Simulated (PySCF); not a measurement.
Dipole response of Cs⁻ (caesium, charge -1)

[Xe] 6s2, closed-shell 1S. Computed with PySCF 2.14 in def2-QZVPPD with the def2 core potential (46 electrons) (6s5p4d3f, 62 functions), with scalar relativity through the core potential. Coupled (time-dependent) response in atomic units; α is the mean over directions.

```
method  mean α (bohr³)  C₆ (like pair)    S(−4)
   UHF            1806           85870  1506000
```

S(−4) is the Cauchy moment in α(ω) = α(0) + S(−4) ω² + …

α(iu) at UHF:

```tsv
u (hartree)	α(iu) (bohr³)
0	1806
0.0500	593.7
0.100	206.6
0.200	66.35
0.300	36.49
0.500	18.71
0.750	11.08
1.00	7.414
1.50	3.954
2.00	2.426
3.00	1.164
5.00	0.4404
```

A single London oscillator, α(iu) = α/(1 + u²/ω²), gives C₆ = (3/4) ω α². Matching the computed C₆ needs ω = 4 × 85870 / (3 × 1806²) = 0.0351 hartree.

For an ion, C₆ is the dispersion term alone; charge-induced terms of lower order in 1/R come first.

Energies and moments cover only the electrons outside the core potential. Spin-orbit coupling, which splits the p, d and f shells strongly at this Z, is absent. The outer electron is barely bound at this level, so radii and moments hang on the diffuse functions.
